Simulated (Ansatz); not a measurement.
C₂₁H₁₅N₃ (relaxed from a model of trityl dicyanamide, whose bonding it doesn't keep) was relaxed with PBE-D4 (def2-SVP) in Ansatz in these states: charge -1 doublet, neutral singlet. The geometries follow in no particular order.

Single mean-field runs in def2-SVP are fitted with def2-universal-jkfit.

A:

Cartesian coordinates in Å:
```
N -3.5840 2.9534 -4.0247
C -2.6043 2.7193 -3.4108
N -1.4514 2.4970 -2.8130
C -1.0646 2.0035 -1.7396
N -0.5575 1.6685 -0.6938
C -1.2375 0.5321 4.1406
C -0.9735 1.7264 3.4511
C -0.6171 1.6942 2.0958
C -0.5245 0.4684 1.4113
C -0.0631 0.4422 -0.0569
C 1.4789 0.4721 -0.1468
C 2.2874 0.0853 0.9365
C 3.6858 0.0646 0.8097
C 4.2936 0.4355 -0.3977
C 3.4924 0.8266 -1.4826
C 2.0970 0.8435 -1.3577
C -0.6494 -0.7817 -0.7915
C 0.1542 -1.8388 -1.2512
C -0.4269 -2.9420 -1.8999
C -1.8128 -2.9990 -2.0973
C -2.6227 -1.9490 -1.6324
C -2.0458 -0.8535 -0.9791
C -0.7937 -0.7256 2.1048
C -1.1453 -0.6928 3.4635
H -1.5199 0.5573 5.2040
H -1.0471 2.6931 3.9722
H -0.4099 2.6284 1.5535
H 1.8233 -0.2022 1.8901
H 4.3028 -0.2392 1.6691
H 5.3899 0.4243 -0.4940
H 3.9568 1.1228 -2.4355
H 1.4841 1.1447 -2.2201
H 1.2426 -1.8034 -1.1049
H 0.2165 -3.7606 -2.2568
H -2.2649 -3.8602 -2.6121
H -3.7131 -1.9852 -1.7767
H -2.6907 -0.0462 -0.5990
H -0.7292 -1.6894 1.5790
H -1.3561 -1.6345 3.9930
```

B:

```xyz
39

N    -2.156    4.463    1.061
C    -1.864    3.574    1.799
N    -1.531    2.685    2.699
C    -1.295    1.416    2.508
N    -1.053    0.249    2.462
C    -3.664   -1.291   -1.870
C    -3.255   -1.784   -0.618
C    -1.990   -1.473   -0.109
C    -1.090   -0.657   -0.848
C     0.241   -0.354   -0.323
C     0.987   -1.394    0.382
C     0.888   -2.760    0.000
C     1.614   -3.754    0.665
C     2.457   -3.419    1.740
C     2.553   -2.075    2.144
C     1.830   -1.078    1.482
C     0.817    0.973   -0.510
C     2.219    1.166   -0.656
C     2.758    2.447   -0.814
C     1.921    3.577   -0.810
C     0.533    3.412   -0.658
C    -0.010    2.130   -0.527
C    -1.528   -0.149   -2.100
C    -2.794   -0.467   -2.605
H    -4.663   -1.535   -2.265
H    -3.944   -2.398   -0.017
H    -1.692   -1.785    0.902
H     0.239   -3.027   -0.848
H     1.527   -4.803    0.339
H     3.025   -4.202    2.267
H     3.182   -1.804    3.007
H     1.855   -0.040    1.840
H     2.881    0.286   -0.662
H     3.847    2.566   -0.938
H     2.352    4.586   -0.908
H    -0.149    4.273   -0.578
H    -1.092    2.023   -0.372
H    -0.847    0.490   -2.682
H    -3.106   -0.068   -3.583
```

Question: Judge from the bond lengths which geometry belongs to which state (an estimate).

Answer: A is the neutral singlet (N5–C10 1.468 Å, C10–C11 1.545 Å, C10–C17 1.543 Å); B is the charge -1 doublet (N5–C10 3.129 Å, C10–C11 1.461 Å, C10–C17 1.459 Å).

The charge -1 doublet has come apart into loosely held pieces.
